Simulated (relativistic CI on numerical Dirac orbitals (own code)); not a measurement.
# Level scheme of Xe28+

Calculated at this level of theory: Dirac-Coulomb-Breit CI, KLI orbitals optimised for each configuration, model QED (radiative potential, 1s self-energy scaled to tabulated hydrogen-like ionisation energies), unscaled Slater integrals (own radial code, finite nucleus).

CI space (outside the closed core [Ne]): 3s2.3p6.3d8, 3s2.3p5.3d9, 3s2.3p4.3d10, 3s.3p6.3d9, 3p6.3d10, 3s.3p5.3d10, 3s2.3p6.3d7.4s, 3s2.3p6.3d7.4p, 3s2.3p6.3d7.4d, 3s2.3p4.3d9.4s, 3s2.3p6.3d7.4f, 3s2.3p5.3d8.4s, 3s2.3p4.3d9.4p, 3s2.3p5.3d8.4p, 3s2.3p6.3d6.4s2, 3s2.3p4.3d9.4d, 3s.3p5.3d9.4s, 3s2.3p6.3d6.4s.4p, 3s.3p5.3d9.4p, 3s2.3p5.3d8.4d, 3s2.3p6.3d7.5s, 3s.3p6.3d8.4s, 3s2.3p6.3d6.4p2, 3s2.3p6.3d7.5p, 3s2.3p6.3d6.4s.4d, 3s.3p5.3d9.4d, 3p6.3d9.4s, 3s2.3p6.3d7.5d, 3s.3p6.3d8.4p, 3s2.3p5.3d8.4f, 3s2.3p6.3d6.4p.4d, 3s2.3p5.3d7.4s2, 3p6.3d9.4p, 3s2.3p6.3d7.5f, 3s2.3p6.3d7.5g, 3s2.3p5.3d7.4s.4p. Levels of other configurations are missing.

The lowest level is 3s2.3p6.3d8 3F_4, with 94 % of that term; Hund's rules for 3s2.3p6.3d8 give 3F with J = 4, in agreement.

```tsv
No.	Configuration	Term	J	E (10³ cm⁻¹)	%	Lifetime (s)	jj configuration (%)
1	3s2.3p6.3d8	3F	4	0.0	94		3d5/2^4 (95)
2	3s2.3p6.3d8	1D	2	47.6	51	3.62e+01	3d5/2^4 (97)
3	3s2.3p6.3d8	3F	3	101.8	100	3.80e-05	3d3/2^3 3d5/2^5 (100)
4	3s2.3p6.3d8	3P	0	131.3	73	3.71e-01	3d5/2^4 (89)
5	3s2.3p6.3d8	3P	2	147.3	53	6.49e-05	3d3/2^3 3d5/2^5 (90)
6	3s2.3p6.3d8	3P	1	175.9	100	5.97e-05	3d3/2^3 3d5/2^5 (100)
7	3s2.3p6.3d8	1G	4	187.7	94	7.60e-05	3d3/2^3 3d5/2^5 (95)
8	3s2.3p6.3d8	1D	2	241.7	45	1.94e-05	3d3/2^2 3d5/2^6 (92)
9	3s2.3p6.3d8	1S	0	379.2	73	8.17e-06	3d3/2^2 3d5/2^6 (89)
10	3s2.3p5.3d9	3F°	4	1970.7	100	4.18e-12	3p3/2^3 3d5/2^5 (100)
11	3s2.3p5.3d9	1D°	2	2014.3	65	2.30e-12	3p3/2^3 3d5/2^5 (92)
12	3s2.3p5.3d9	3D°	3	2083.8	67	1.36e-12	3p3/2^3 3d5/2^5 (70)
13	3s2.3p5.3d9	3P°	1	2147.0	76	1.62e-12	3p3/2^3 3d5/2^5 (74)
14	3s2.3p5.3d9	3D°	2	2160.6	55	1.44e-12	3p3/2^3 3d3/2^3 3d5/2^6 (91)
15	3s2.3p5.3d9	3P°	0	2189.1	100	1.75e-12	3p3/2^3 3d3/2^3 3d5/2^6 (100)
16	3s2.3p5.3d9	3F°	3	2210.3	48	1.38e-12	3p3/2^3 3d3/2^3 3d5/2^6 (63)
17	3s2.3p5.3d9	3D°	1	2216.8	59	1.18e-12	3p3/2^3 3d3/2^3 3d5/2^6 (74)
18	3s2.3p5.3d9	3P°	2	2598.6	50	8.60e-13	3p1/2 3p3/2^4 3d5/2^5 (99)
19	3s2.3p5.3d9	3F°	2	2621.0	73	1.80e-12	3p1/2 3p3/2^4 3d3/2^3 3d5/2^6 (99)
20	3s2.3p5.3d9	1F°	3	2669.7	61	6.24e-13	3p1/2 3p3/2^4 3d5/2^5 (91)
21	3s2.3p5.3d9	1P°	1	2789.4	45	7.21e-13	3p1/2 3p3/2^4 3d3/2^3 3d5/2^6 (98)
22	3s.3p6.3d9	3D	3	3713.2	100	1.65e-12	3s 3d5/2^5 (100)
23	3s.3p6.3d9	3D	2	3741.0	63	1.84e-12	3s 3d5/2^5 (90)
24	3s.3p6.3d9	3D	1	3825.7	100	1.73e-12	3s 3d3/2^3 3d5/2^6 (100)
25	3s.3p6.3d9	1D	2	3844.9	53	2.04e-12	3s 3d3/2^3 3d5/2^6 (86)
26	3s2.3p4.3d10	3P	2	4147.4	74	6.58e-13	3p3/2^2 (87)
27	3s2.3p4.3d10	1S	0	4212.1	57	6.93e-13	3p3/2^2 (98)
28	3s2.3p4.3d10	3P	1	4622.5	100	5.17e-13	3p1/2 3p3/2^3 (100)
29	3s2.3p4.3d10	1D	2	4715.5	72	4.70e-13	3p1/2 3p3/2^3 (94)
30	3s2.3p4.3d10	3P	0	5227.3	58	4.13e-13	3p3/2^4 (98)
31	3s2.3p6.3d7.4s	5F	5	5264.7	78	6.33e-09	3d5/2^3 4s (89)
32	3s2.3p6.3d7.4s	3F	4	5285.3	53	8.00e-10	3d5/2^3 4s (91)
33	3s2.3p6.3d7.4s	3P	2	5335.5	49	9.43e-10	3d5/2^3 4s (94)
34	3s2.3p6.3d7.4s	3P	1	5341.4	28	7.53e-10	3d5/2^3 4s (92)
35	3s2.3p6.3d7.4s	3D	3	5349.3	37	6.94e-10	3d5/2^3 4s (73)
36	3s2.3p6.3d7.4s	5F	2	5359.8	28	5.03e-10	3d5/2^3 4s (74)
37	3s2.3p6.3d7.4s	5F	4	5367.2	71	2.07e-09	3d3/2^3 3d5/2^4 4s (93)
38	3s2.3p6.3d7.4s	3F	3	5379.8	52	8.65e-10	3d3/2^3 3d5/2^4 4s (88)
39	3s2.3p6.3d7.4s	5F	1	5415.6	45	1.22e-09	3d3/2^3 3d5/2^4 4s (88)
40	3s2.3p6.3d7.4s	3G	5	5418.4	51	2.10e-09	3d3/2^3 3d5/2^4 4s (86)
41	3s2.3p6.3d7.4s	5P	3	5420.8	59	2.14e-09	3d3/2^3 3d5/2^4 4s (87)
42	3s2.3p6.3d7.4s	3F	2	5421.0	30	7.01e-10	3d3/2^3 3d5/2^4 4s (90)
43	3s2.3p6.3d7.4s	3H	4	5426.3	32	1.12e-09	3d3/2^3 3d5/2^4 4s (91)
44	3s2.3p6.3d7.4s	3P	2	5438.7	56	5.60e-10	3d3/2^3 3d5/2^4 4s (77)
45	3s2.3p6.3d7.4s	5P	1	5442.6	39	8.06e-10	3d3/2^3 3d5/2^4 4s (95)
```

Energies count from the lowest computed level; ° marks odd parity; lifetimes are radiative, by E1, M1, E2, M2 decay to levels of this space only. Filled j subshells are mostly left out of the jj labels.

The mean weight of the leading LS term, summed over parents, in these 45 levels is 64 %, and that of the leading jj configuration (from the same eigenvectors) 90 %, so jj coupling describes them better and the LS labels are nominal.

At this charge energies of transitions that change n are usually good to better than 1 %, and those within a shell (Δn = 0) to a few per cent. Terms inside the open d or f shell come out 10 to 20 % too wide with unscaled integrals.

LS names give the leading component of a level, which can be under half, so a name can repeat, a term be missing and a line seem to break the LS rules.
